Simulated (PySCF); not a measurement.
All values below come from B3LYP-D3(BJ)/def2-TZVP // PBE0-D4/def2-TZVP (PySCF). All species are isolated molecules in the gas phase. One relaxed conformer stands for a flexible species; it need not be the lowest. B3LYP has the VWN-RPA correlation part, as in Gaussian. Excitations are Tamm–Dancoff values on a coarser integration grid. The basis has no diffuse functions, so Rydberg states are missing or too high.

Reference species (SMILES): `C=C=NC` (neutral, multiplicity 1).

The S1 excitation (TDA) is 4.79 eV and the S1 oscillator strength comes out as 0.001.

Changed species: `NC1C=C1`.

**Question.** What does the change do to the S1 excitation (TDA) and S1 oscillator strength?

**Answer.** the S1 excitation (TDA) goes up by 0.06 eV, to 4.85 eV; the S1 oscillator strength hardly moves.
